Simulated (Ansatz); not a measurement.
This geometry of AsH6N2 (9 atoms, charge 1, multiplicity 1) is a first-order saddle point.

The calculation used Ansatz, RKS BLYP-D4/def2-SVP.

```xyz
9
Properties=species:S:1:pos:R:3
N -1.159 0.548 -1.130
As -0.779 0.697 0.687
N 0.623 -0.872 0.739
H -1.156 1.469 -1.595
H -0.557 -0.075 -1.686
H 0.427 1.707 0.695
H 1.366 -0.786 0.022
H 0.149 -1.783 0.603
H 1.086 -0.906 1.666
```

**Question.** Which two structures does it join? (They come from a converged band through this point; their orientation in space is the band's.)

**Answer.** No bond is made or broken. The dihedral H5–N1–As2–N3 goes from -80 to 102°. The two ends are copies of one structure, up to a mirror image or an exchange of like atoms.

Initial state:

```xyz
9
Properties=species:S:1:pos:R:3
N -0.907 0.821 -1.194
As -0.725 0.793 0.591
N 0.597 -0.997 0.843
H -1.770 0.474 -1.625
H -0.222 1.199 -1.856
H 0.585 1.611 0.590
H 1.199 -1.137 0.014
H 0.030 -1.853 0.966
H 1.213 -0.912 1.670
```

Final state:

```xyz
9
Properties=species:S:1:pos:R:3
N -0.908 0.825 -1.195
As -0.728 0.789 0.590
N 0.597 -0.998 0.843
H -0.222 1.207 -1.853
H -1.767 0.474 -1.630
H 0.581 1.607 0.591
H 1.200 -1.141 0.015
H 0.034 -1.856 0.971
H 1.214 -0.907 1.668
```

**Question.** How far does it lie above each of them?

**Answer.** 0.80 eV above the first and 0.80 eV above the second. This is the barrier of this one path; another mechanism may lie lower. Limits of this set-up: the dipole of an ion depends on the origin.

Run time: 3 min on 1 CPU thread of a shared host.
